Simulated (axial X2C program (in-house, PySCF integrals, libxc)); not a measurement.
## MoO: properties at the nuclei

Calculated with an axial X2C code built on PySCF integrals: two-component X2C with atomic mean-field Coulomb and Gaunt terms, Gaussian nuclei, basis Mo dyall-cv3z, O dyall-av3z with contracted cores.

R = 1.685 Å (near the PBE0 minimum at charge 0 of the determinant lowest at the starting distance; the state shown can have its own minimum elsewhere).

Determinant lowest in the PBE0 search, Ω = 1 (⟨Sz⟩ = 2.00, ⟨Lz⟩ = -1.00 at PBE0), spin on the atoms Mo 2.00, O 0.00:

```csv
level,Eeff magnitude (GV/cm),Ws magnitude Mo (kHz),A∥/gI Mo (MHz),qzz Mo (a.u.),A∥/gI O (MHz),qzz O (a.u.),μ (D)
PBE0,1.45,0.842,1590,0.34,-136,-0.04,-3.24
HF,2.78,1.43,1110,-0.08,-296,-0.60,-3.27
r2SCAN,1.59,0.947,1620,0.29,-122,-0.06,-2.91
TPSSh,1.35,0.821,1550,0.24,-126,-0.08,-3.03
PBE50,1.69,0.958,1520,0.39,-154,-0.05,-3.69
```

Determinant 0.09 eV from it at PBE0 and this distance, Ω = 3 (⟨Sz⟩ = 2.00, ⟨Lz⟩ = 1.00 at PBE0), spin on the atoms Mo 2.00, O 0.00:

```tsv
level	Eeff magnitude (GV/cm)	Ws magnitude Mo (kHz)	A∥/gI Mo (MHz)	qzz Mo (a.u.)	A∥/gI O (MHz)	qzz O (a.u.)	μ (D)
PBE0	1.22	0.257	778	0.35	45.9	-0.04	-3.24
HF	2.61	0.457	559	-0.14	80.7	-0.62	-3.21
r2SCAN	1.49	0.307	791	0.27	44.2	-0.05	-2.90
TPSSh	1.09	0.244	766	0.25	43.3	-0.07	-3.03
PBE50	1.48	0.298	754	0.40	49.9	-0.05	-3.68
```

Eeff is the effective electric field on the electron electric dipole moment in this Ω state and Ws the scalar–pseudoscalar constant of the nucleus named (defined with the proton number Z and per Ω); A∥ (defined per Ω) follows by multiplying with gI = μI/(I μN); qzz is the electric field gradient, eQq0 = 234.96 MHz × Q/barn × qzz; μ is positive if the O end (last atom) is positive. The operators were transformed with the bare-nucleus X2C matrices; with these basis sets, hyperfine constants and field gradients can be off by tens of per cent, and where levels differ in sign neither size nor sign is settled.

(1) With gI(95Mo) = -0.3657 (g factors from the IAEA table of nuclear moments by Stone), turn the PBE0 values of the first state into constants in MHz.

Each state is one determinant with collinear spin, which with several unpaired electrons need not be a pure state. Unrestricted Hartree–Fock can overshoot spin polarisation at the nuclei. With several open shells hyperfine constants can be off by a factor of several. Where Eeff spreads by more than a factor of two the levels disagree and none is to be relied on. Open-shell Ω = 0 determinants with evenly filled partner blocks cannot be reached by this program, so the Ω shown need not be the lowest component. The search compared states at one distance, so a state with another bond length can lie lower. Further determinants of the search, some of them spin-mixed, are not shown. Where a field gradient or hyperfine factor spreads by more than a factor of two over the levels, a constant derived from it is not to be relied on. PBE0 term energies can be off by some tenths of an eV.

Results:

(1) A∥(95Mo) = 1590 × -0.3657 = -581 MHz.
